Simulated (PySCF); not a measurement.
F2H2NNbO, SMILES [NH]=[Nb]([OH])([F])[F], multiplicity 1.

Geometry: B3LYP-D3(BJ)/def2-SVP. The multiplicity is an assumed one; no other spin state was optimised. The structure was generated by enumeration; whether it is a known compound was not checked. The def2 effective core potentials stand for the cores of Nb; spin–orbit coupling is left out. The values are those of a single conformer.

Two levels are set side by side: PBE/def2-TZVP (PySCF) and ωB97X/def2-TZVP (PySCF). Same geometry, gas phase. Differences are taken from unrounded values.

```csv
quantity,ωB97X
orbital gap (eV),11.74
highest occupied level (eV),-10.93
lowest empty level (eV),0.81
dipole moment (D),2.81
mean polarisability (bohr³),45.9
```

Problem. What does PBE give, and how far is it from ωB97X? (The exact figures need the calculation; the answer reports its results.)

Solution. 
| quantity | PBE | PBE minus ωB97X |
|---|---|---|
| orbital gap (eV) | 4.85 | -6.89 |
| highest occupied level (eV) | -7.02 | 3.91 |
| lowest empty level (eV) | -2.17 | -2.98 |
| dipole moment (D) | 2.71 | -0.10 |
| mean polarisability (bohr³) | 48.7 | 2.8 |

Without exact exchange PBE keeps part of each electron's self-repulsion, which lifts occupied levels and narrows the gap. PBE's more diffuse valence density responds more strongly to a field. Differences between two approximate levels are no errors against the true value.

Rough cost on one machine, each run with all the roots and properties that it gave: ωB97X against PBE within a factor of 2.
